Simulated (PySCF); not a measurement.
# Computed structure and properties of [Yb(H2O)7]3+

System: [Yb(H2O)7]3+ (singlet in the valence; each metal's 4f electrons, 13 of them, lie in its core potential, out of spins and levels; a saddle point, relaxed within its symmetry); start: template (C2v). Method: PySCF 2.14.0, RKS BP86, Yb lcecp-1-SVP with ECP59, O def2-SVP, H def2-SVP; non-relativistic Hamiltonian with scalar-relativistic core potentials where named; density fitting; no spin-orbit coupling.

Input of the relaxation:

```python
mol = gto.M(atom='''
Yb     0.00000     0.00000    -0.00000
O      0.00000     0.00000     2.41750
H      0.77000     0.00000     3.00750
H     -0.77000     0.00000     3.00750
O      0.00000    -0.00000    -2.41750
H      0.77000    -0.00000    -3.00750
H     -0.77000    -0.00000    -3.00750
O      2.41750     0.00000    -0.00000
H      3.00750     0.00000     0.77000
H      3.00750    -0.00000    -0.77000
O      0.74700     2.29920    -0.00000
H      0.92940     2.86030     0.77000
H      0.92940     2.86030    -0.77000
O     -1.95580     1.42100    -0.00000
H     -2.43310     1.76780     0.77000
H     -2.43310     1.76780    -0.77000
O     -1.95580    -1.42100     0.00000
H     -2.43310    -1.76780     0.77000
H     -2.43310    -1.76780    -0.77000
O      0.74700    -2.29920     0.00000
H      0.92940    -2.86030     0.77000
H      0.92940    -2.86030    -0.77000''',
    basis={'Yb': 'lcecp-1-SVP', 'O': 'def2-SVP', 'H': 'def2-SVP'},
    ecp={'Yb': 'lcecp-1-SVP'},
    charge=3, spin=0)
mf = dft.RKS(mol, xc='B88,P86')
mf.grids.atom_grid = (50, 194)  # f atoms: unpruned, at least (60, 302)
mf = mf.density_fit()  # fitting sets: Yb AutoAux, O def2-universal-JKFIT, H def2-universal-JKFIT
mf.conv_tol = 1e-08; mf.max_cycle = 55
mf.kernel(dm0)  # dm0: converged density of the start geometry
# quasi-Newton relaxation in Cartesian coordinates to a largest gradient under 0.00045 Eh/bohr, steps kept in the point group
```

Run from Python with OMP_NUM_THREADS=4; the lines above give its settings. Where DIIS fails, smearing, a level shift and second-order steps follow.
It took 71 s on 4 threads of Arm Neoverse V1, on a shared host, from the converged density of the start.

Course of the relaxation:

```csv
step,energy above end (eV),largest force component within the symmetry (eV/Å)
0,0.1446,1.585
1,0.0351,0.374
2,0.0151,0.108
3,0.0026,0.108
4,0.0005,0.059
5,0.0000,0.012
6,0.0000,0.006
```

Relaxed geometry (C2v):

```xyz
22

Yb    0.0000    0.0000    0.0000
O    -0.0032    0.0000    2.3269
H     0.7698    0.0000    2.9416
H    -0.7785    0.0000    2.9388
O    -0.0032    0.0000   -2.3269
H     0.7698    0.0000   -2.9416
H    -0.7785    0.0000   -2.9388
O     2.4029    0.0000    0.0000
H     3.0158    0.0000    0.7700
H     3.0158    0.0000   -0.7700
O     0.7377    2.2686    0.0000
H     0.9037    2.8516    0.7752
H     0.9037    2.8516   -0.7752
O    -1.9383    1.4091    0.0000
H    -2.4061    1.8012    0.7721
H    -2.4061    1.8012   -0.7721
O    -1.9383   -1.4091    0.0000
H    -2.4061   -1.8012    0.7721
H    -2.4061   -1.8012   -0.7721
O     0.7377   -2.2686    0.0000
H     0.9037   -2.8516    0.7752
H     0.9037   -2.8516   -0.7752
```

```json
{"contact": "Yb1–O2 (H2O)", "Å": "2.327"}
{"contact": "Yb1–O5 (H2O)", "Å": "2.327"}
{"contact": "Yb1–O8 (H2O)", "Å": "2.403"}
{"contact": "Yb1–O11 (H2O)", "Å": "2.386"}
{"contact": "Yb1–O14 (H2O)", "Å": "2.396"}
{"contact": "Yb1–O17 (H2O)", "Å": "2.396"}
{"contact": "Yb1–O20 (H2O)", "Å": "2.386"}
```

On the finer grid (75, 302):

```
HOMO                                                          : -18.99 eV
LUMO                                                          : -13.71 eV
Dipole about the centre of mass                               : 0.03 D
Set of Mulliken populations of Yb1 outside the core potential : s 2.33, p 6.52, d 1.24, f 0.04
D3(BJ) dispersion energy (not in the energies)                : -0.769 eV
```

```
atom  Mulliken (e)  Löwdin (e)  spin (e)
 Yb1          0.87        0.54      0.00
  O2         -0.28        0.01      0.00
  H3          0.29        0.18      0.00
  H4          0.29        0.18      0.00
  O5         -0.28        0.01      0.00
  H6          0.29        0.18      0.00
  H7          0.29        0.18      0.00
  O8         -0.26        0.00      0.00
  H9          0.28        0.17      0.00
 H10          0.28        0.17      0.00
 O11         -0.26        0.00      0.00
 H12          0.28        0.17      0.00
 H13          0.28        0.17      0.00
 O14         -0.26        0.00      0.00
 H15          0.28        0.17      0.00
 H16          0.28        0.17      0.00
 O17         -0.26        0.00      0.00
 H18          0.28        0.17      0.00
 H19          0.28        0.17      0.00
 O20         -0.26        0.00      0.00
 H21          0.28        0.17      0.00
 H22          0.28        0.17      0.00
```

The 4f levels lie in the core potential and are missing. Their spin isn't counted.

On the grid (50, 194), as all that follows. Harmonic modes: 7 unstable, so a saddle point once the symmetry is let go (counted below −25 cm⁻¹); lowest -415 cm⁻¹ (negative: unstable), highest 3672 cm⁻¹, zero-point energy 4.487 eV.

Taking off one H2O (charge 0, singlet; the rest: singlet) in vacuum, both parts rigid, costs 2.57 eV; the small basis without counterpoise inflates it. Parting with an electron moved from the ligand to the metal can be far cheaper, even downhill.

Rigid scan of H2O along the line from its metal:

```
distance to O2 (Å)  energy (eV)
              2.03        0.469
              2.13        0.176
              2.23        0.038
              2.33        0.000
              2.43        0.027
              2.53        0.095
              2.73        0.292
```

One start shape was tried, so this needn't be the lowest isomer.

An lcecp potential fixes the number of 4f electrons, so in runs with it no electron can move into or out of that shell.
